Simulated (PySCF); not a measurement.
ClH3OSiZn, SMILES [O]([Zn][Cl])[SiH3]. Atoms are numbered in the order given.

```xyz
7

Zn     0.1301    -0.4775     0.0000
Cl    -0.2010    -2.5527     0.0000
O      0.5077     1.2470     0.0000
Si    -0.2265     2.7237     0.0000
H     -1.0944     2.9091     1.2065
H      0.8113     3.7946     0.0000
H     -1.0944     2.9091    -1.2065
```
Charge 0, spin multiplicity 1.

The structure is a stationary point at B3LYP-D3(BJ)/def2-SVP. The structure was generated by enumeration; whether it is a known compound was not checked. One conformer was computed; it need not be the lowest.

Two levels are set side by side: PBE/pcSseg-1 (PySCF) and B3LYP/pcSseg-1 (PySCF). GIAO shifts against H2O (¹⁷O), HCl (³⁵Cl), TMS (²⁹Si), TMS (¹H) at the same level; non-relativistic, no solvent, atoms listed together averaged. Without spin–orbit terms, shifts of atoms bonded to Cl or Br come out too high at both levels. Differences are taken from unrounded values.

```tsv
quantity	PBE
δ(³⁵Cl) of Cl2 (ppm)	-106.6
δ(¹⁷O) of O3 (ppm)	20.2
δ(²⁹Si) of Si4 (ppm)	-31.4
δ(¹H) of H5, H6, H7 (ppm)	5.77
```

Question: These are the PBE values. What does B3LYP give? (Estimate from the structure and the level; the computed values follow.)

Answer: 
```tsv
quantity	B3LYP	PBE minus B3LYP
δ(³⁵Cl) of Cl2 (ppm)	-134.9	28.4
δ(¹⁷O) of O3 (ppm)	7.6	12.6
δ(²⁹Si) of Si4 (ppm)	-38.0	6.6
δ(¹H) of H5, H6, H7 (ppm)	5.42	0.35
```

Rough cost on one machine, each run with all the roots and properties that it gave: B3LYP against PBE within a factor of 2.
